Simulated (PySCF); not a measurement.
# Electron correlation in Au (gold, neutral)

[Xe] 4f14 5d9 6s1 6p1, one real determinant (an excited configuration). Computed with PySCF 2.14 in def2-QZVPPD with the def2 core potential (60 electrons) (7s5p4d4f2g, 88 functions), with scalar relativity through the core potential. Frozen: 5s2 5p6; 11 electrons correlated.

```
  level  correlation energy (mhartree)
   CCSD                        -310.35
    (T)                         -12.47
CCSD(T)                        -322.82
```

Diagnostics: T1 = 0.012, D1 = 0.0441, largest double amplitude 0.041.

The real determinant used has ⟨L²⟩ near 8 against 12 for a pure F term, so it mixes terms. Spin-orbit coupling, absent here, splits the open shell strongly.

Cost of the coupled-cluster step: roughly 40 core-seconds, for 11 correlated electrons.

Iterations:

```
CC2 = 0
CCSD nocc = (np.int64(7), np.int64(4)), nmo = (84, 84)
frozen orbitals [[0, 1, 2, 3], [0, 1, 2, 3]]
max_cycle = 100
direct = 0
conv_tol = 1e-08
conv_tol_normt = 1e-06
diis_space = 8
diis_start_cycle = 0
Init t2, MP2 energy = -0.326981881888674
Init E_corr(UCCSD) = -0.326981881888927
cycle = 1  E_corr(UCCSD) = -0.304292827271818  dE = 0.0226890546  norm(t1,t2) = 0.051649
cycle = 2  E_corr(UCCSD) = -0.309412775325982  dE = -0.00511994805  norm(t1,t2) = 0.0168325
cycle = 3  E_corr(UCCSD) = -0.309652295980284  dE = -0.000239520654  norm(t1,t2) = 0.0099471
cycle = 4  E_corr(UCCSD) = -0.310260447621871  dE = -0.000608151642  norm(t1,t2) = 0.00514729
cycle = 5  E_corr(UCCSD) = -0.310297728642788  dE = -3.72810209e-05  norm(t1,t2) = 0.00340368
cycle = 6  E_corr(UCCSD) = -0.310272193705592  dE = 2.55349372e-05  norm(t1,t2) = 0.00202174
cycle = 7  E_corr(UCCSD) = -0.310377904486337  dE = -0.000105710781  norm(t1,t2) = 0.00145798
cycle = 8  E_corr(UCCSD) = -0.310353868235334  dE = 2.4036251e-05  norm(t1,t2) = 0.000527585
cycle = 9  E_corr(UCCSD) = -0.310351503538481  dE = 2.36469685e-06  norm(t1,t2) = 0.000120933
cycle = 10  E_corr(UCCSD) = -0.310354928154666  dE = -3.42461619e-06  norm(t1,t2) = 4.33357e-05
cycle = 11  E_corr(UCCSD) = -0.310354145111384  dE = 7.83043283e-07  norm(t1,t2) = 1.88046e-05
cycle = 12  E_corr(UCCSD) = -0.310354284103309  dE = -1.38991926e-07  norm(t1,t2) = 1.04129e-05
cycle = 13  E_corr(UCCSD) = -0.310354253893874  dE = 3.02094352e-08  norm(t1,t2) = 3.96004e-06
cycle = 14  E_corr(UCCSD) = -0.31035424770229  dE = 6.19158436e-09  norm(t1,t2) = 1.13307e-06
cycle = 15  E_corr(UCCSD) = -0.310354245091323  dE = 2.61096628e-09  norm(t1,t2) = 3.60019e-07
UCCSD converged
E(UCCSD) = -134.9227444565466  E_corr = -0.3103542450913234
UCCSD(T) correction = -0.0124685080298209
```

The reference is one real determinant that mixes LS terms of this configuration.
